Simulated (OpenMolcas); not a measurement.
# Os III: effect of the IPEA shift

* Program: OpenMolcas 26.06
* Basis: ANO-RCC-VTZP [8s7p5d3f2g1h]
* Scalar Hamiltonian: DKH2, point nucleus
* Active space: 6 electrons in 9 orbitals (RAS2 5d 6s; RAS3 6p, at most 2 electrons)
* State averaging: 2S+1 = 5 even, 35 roots; 2S+1 = 7 even, 1 root kept (CI in the orbitals of an earlier block); 2S+1 = 3 even, 88 roots kept (CI in the orbitals of an earlier block); 2S+1 = 1 even, 85 roots kept (CI in the orbitals of an earlier block); 2S+1 = 5 odd, 75 roots (3 in the spin-orbit step); 2S+1 = 7 odd, 18 roots kept (CI in the orbitals of an earlier block, 3 in the spin-orbit step); 2S+1 = 3 odd, 85 roots kept (CI in the orbitals of an earlier block, 0 in the spin-orbit step); 2S+1 = 1 odd, 86 roots kept (CI in the orbitals of an earlier block, 0 in the spin-orbit step)
* Spin-orbit coupling: RASSI with atomic mean-field integrals over the reference wave functions, term energies averaged over their components

Methods on the same reference wave functions:
A. RASSCF
B. MS-RASPT2, IPEA 0 Eh, imaginary shift 0.1 Eh (closed shells correlated: 5s 5p)
C. MS-RASPT2, IPEA 0.25 Eh, imaginary shift 0.1 Eh (closed shells correlated: 5s 5p)

Energies in eV above 5d⁵ 6s ⁷S₃.

| Level | A | B | C |
| --- | --- | --- | --- |
| 5d⁵ 6s ⁷S₃ | 0.0000 | 0.0000 | 0.0000 |
| 5d⁶ ⁵D₄ | 0.2719 | -0.1156 | -0.1798 |
| 5d⁶ ⁵D₃ | 0.7989 | 0.443 | 0.374 |
| 5d⁶ ⁵D₂ [65 %] | 0.8547 | 0.401 | 0.360 |
| 5d⁶ ⁵D₁ | 1.1200 | 0.731 | 0.672 |
| 5d⁶ ⁵D₀ | 1.1956 | 0.792 | 0.738 |
| 5d⁶ ³G₅ [57 %] | 2.6406 | 1.909 | 1.927 |
| 5d⁶ ³H₆ | 2.7542 | 2.069 | 2.058 |
| 5d⁶ ³F₂ [72 %] | 3.0838 | 2.263 | 2.281 |
| 5d⁶ ¹S₀ [64 %] | 3.0997 | 2.275 | 2.308 |
| 5d⁶ ³D₁ | 3.2447 | 2.396 | 2.449 |
| 5d⁶ ³H₄ [54 %] | 3.3724 | 2.683 | 2.686 |
| 5d⁵ 6s ⁵G₆ | 3.5799 | 3.191 | 3.223 |
| 5d⁵ 6s ⁵G₄ [51 %] | 3.6345 | 3.179 | 3.214 |
| 5d⁵ 6s ⁵G₂ [60 %] | 3.6570 | 3.134 | 3.175 |
| 5d⁶ ³P₁ [63 %] | 4.1516 | 3.361 | 3.386 |
| 5d⁶ ¹I₆ | 4.3920 | 3.628 | 3.600 |

B puts 5d⁶ ⁵D₄ lowest. C puts 5d⁶ ⁵D₄ lowest.

Between B and C the level of the table that moves most is 5d⁶ ⁵D₃, by 550 cm-1 (lowest in C, highest in B). Moves below CASPT2's spread within the term are not significant.

The lowest spin-free term lies below A's lowest term by 0.355 hartree in B, 0.343 hartree in C.

CASPT2 breaks the degeneracy within a term, and the mean is taken; among the terms shown or strongly mixed into the levels shown the widest spread is 360 cm-1 (5d⁶ ¹I, B). Some high roots are left out of the spin-orbit mixing, which shifts the levels that they would mix with. Terms from blocks run as CI alone lack orbitals of their own. A single d shell beside an s shell can misplace configurations of different d count against each other. Without dynamic correlation excited terms often stand tens of per cent too high (terms of higher spin than the ground term too low), and those without a measured partner can miss by more than the paired ones (holds for A). The lowest computed level is not the ground level that NIST lists (5D4) (holds for A). Blocks of more than 70 roots (2S+1 = 3 even, 1 even) ran without multistate coupling (holds for B; C). Configurations are named by rounded mean occupations; where the s occupation lies near a half they are strongly mixed, a name can repeat and a true partner stay unpaired (holds for B; C). The CASPT2 spread within a term exceeds the gap to the next term for 5d⁶ ¹I and 5d⁵ 6s ⁵G, so the order of their levels is uncertain, and so are names and mixing where such terms share a J (holds for B). The lowest spin-free term belongs to 5d⁵ 6s, not to the configuration of the lowest level (holds for B; C). Levels of configurations outside the active space are missing. The table leaves out levels that lie high or whose names do not pair safely across all columns.

A share in square brackets marks a mixed level and gives the weight of the term that names it, the lowest over the columns.
